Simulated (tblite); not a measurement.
Compound: C2H10O2SSi2.
Atom-mapped SMILES: `[CH3:1][O:2][SiH2:3][S:4][SiH2:5][O:6][CH3:7]` (hydrogens: H8, H9, H10 on C1; H11, H12 on Si3; H13, H14 on Si5; H15, H16, H17 on C7)

Computed with GFN2-xTB (tblite), gas phase: L-BFGS steps from a force-field or distance-geometry start until the largest atomic force falls under 0.01 eV/Å.

Geometry at step 170:
```
atom  x, y, z in Å
C1     -3.6317   -0.1088   -0.0205
O2     -2.4532   -0.6979   -0.4927
Si3    -1.0396   -0.9368    0.2419
S4     -0.5468    0.8649    1.3335
Si5     1.3841    1.3652    0.6130
O6      2.0266   -0.0818    0.2823
C7      3.2594   -0.3484   -0.3126
H8     -4.2419   -0.8476    0.5053
H9     -4.1780    0.2600   -0.8865
H10    -3.4149    0.7208    0.6555
H11    -0.2163   -1.1920   -0.9244
H12    -1.0675   -1.9704    1.2687
H13     1.2960    2.1846   -0.5891
H14     2.0636    2.0860    1.6819
H15     3.3819    0.2116   -1.2402
H16     3.2971   -1.4114   -0.5351
H17     4.0742   -0.0859    0.3574
```

Question: What forces act on the atoms?

Answer: 
```json
{"atom": "C1", "Fx (eV/Å)": "0.005", "Fy (eV/Å)": "-0.039", "Fz (eV/Å)": "-0.005"}
{"atom": "O2", "Fx (eV/Å)": "-0.107", "Fy (eV/Å)": "-0.003", "Fz (eV/Å)": "0.011"}
{"atom": "Si3", "Fx (eV/Å)": "0.052", "Fy (eV/Å)": "0.031", "Fz (eV/Å)": "-0.060"}
{"atom": "S4", "Fx (eV/Å)": "0.033", "Fy (eV/Å)": "0.044", "Fz (eV/Å)": "-0.007"}
{"atom": "Si5", "Fx (eV/Å)": "-0.044", "Fy (eV/Å)": "-0.004", "Fz (eV/Å)": "0.087"}
{"atom": "O6", "Fx (eV/Å)": "0.038", "Fy (eV/Å)": "0.015", "Fz (eV/Å)": "-0.025"}
{"atom": "C7", "Fx (eV/Å)": "-0.052", "Fy (eV/Å)": "0.007", "Fz (eV/Å)": "-0.053"}
{"atom": "H8", "Fx (eV/Å)": "0.043", "Fy (eV/Å)": "0.000", "Fz (eV/Å)": "-0.010"}
{"atom": "H9", "Fx (eV/Å)": "-0.084", "Fy (eV/Å)": "0.036", "Fz (eV/Å)": "-0.036"}
{"atom": "H10", "Fx (eV/Å)": "0.046", "Fy (eV/Å)": "-0.019", "Fz (eV/Å)": "0.001"}
{"atom": "H11", "Fx (eV/Å)": "-0.042", "Fy (eV/Å)": "0.013", "Fz (eV/Å)": "0.088"}
{"atom": "H12", "Fx (eV/Å)": "0.012", "Fy (eV/Å)": "-0.041", "Fz (eV/Å)": "0.008"}
{"atom": "H13", "Fx (eV/Å)": "0.004", "Fy (eV/Å)": "0.040", "Fz (eV/Å)": "-0.067"}
{"atom": "H14", "Fx (eV/Å)": "-0.001", "Fy (eV/Å)": "-0.045", "Fz (eV/Å)": "-0.014"}
{"atom": "H15", "Fx (eV/Å)": "-0.032", "Fy (eV/Å)": "0.063", "Fz (eV/Å)": "-0.039"}
{"atom": "H16", "Fx (eV/Å)": "0.022", "Fy (eV/Å)": "-0.123", "Fz (eV/Å)": "0.009"}
{"atom": "H17", "Fx (eV/Å)": "0.107", "Fy (eV/Å)": "0.026", "Fz (eV/Å)": "0.112"}
```

The largest, 0.16 eV/Å, acts on H17; the rms over all components is 0.049 eV/Å. The forces sum to zero within rounding, as they must for an isolated molecule in no field.

Question: Give the force on H17 in Eh/bohr and in nN.

Answer: 0.157 eV/Å ÷ 51.422 = 0.00305 Eh/bohr, and 0.157 eV/Å × 1.602 = 0.25 nN.

Question: How far is this geometry from the end of the optimisation?

Answer: 0.054 eV above it, and 0.530 Å rms away after alignment. The bonds farthest from their final lengths, with half the difference of the two atoms' forces along the bond (positive lengthens):

| bond | now (Å) | final (Å) | force along bond (eV/Å) |
| --- | --- | --- | --- |
| C7–H17 | 1.087 | 1.092 | +0.11 |
| Si5–O6 | 1.617 | 1.621 | +0.02 |
| C7–H16 | 1.087 | 1.090 | +0.06 |
| Si3–H11 | 1.450 | 1.447 | -0.08 |
| Si3–S4 | 2.163 | 2.161 | +0.02 |
| Si3–H12 | 1.457 | 1.460 | +0.05 |

The angle farthest from its final value is S4–Si3–H12, 103.9° against 106.4°.

What follows is the cost of the whole relaxation. Time: 7.6 s wall. Hardware: Intel Xeon at 2.50 GHz, one thread, shared host.
